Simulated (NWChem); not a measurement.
System: CrNHSClF; SMILES [NH]=[Cr]([F])(=[S])[Cl]

```xyz
6

Cr    -0.3380     0.0660     0.0471
N     -1.1071     0.0428     1.4423
H     -1.1628     0.4157     2.3934
S      0.9795     1.5417     0.0959
F     -1.4600     0.2896    -1.2203
Cl     0.7150    -1.8041    -0.1268
```
Atoms are numbered in this order, from 1.

Level: B3LYP/6-31G* (spherical d) (NWChem), optimised geometry, unscaled harmonic frequencies. 

Question: List the harmonic frequencies with IR intensities, and the thermochemistry.

Answer: 
| frequency (cm⁻¹) | IR intensity (km/mol) |
|---|---|
| 168 | 0.7 |
| 193 | 1.5 |
| 231 | 5.1 |
| 268 | 10.0 |
| 305 | 13.9 |
| 430 | 23.5 |
| 526 | 185.6 |
| 585 | 129.2 |
| 615 | 51.4 |
| 790 | 162.5 |
| 1061 | 75.3 |
| 3512 | 147.5 |

```
Item                                                                               Result
-----------------------------------------------------------------------  ----------------
zero-point energy                                                           12.4 kcal/mol
thermal correction to the enthalpy at 298.15 K (with zero-point energy)     17.0 kcal/mol
heat capacity Cv                                                         20.5 cal/(mol K)
entropy at 298.15 K and 1 atm (symmetry number 1)                        81.1 cal/(mol K)
dipole moment                                                                      2.90 D
```

Rigid rotor and harmonic oscillator.
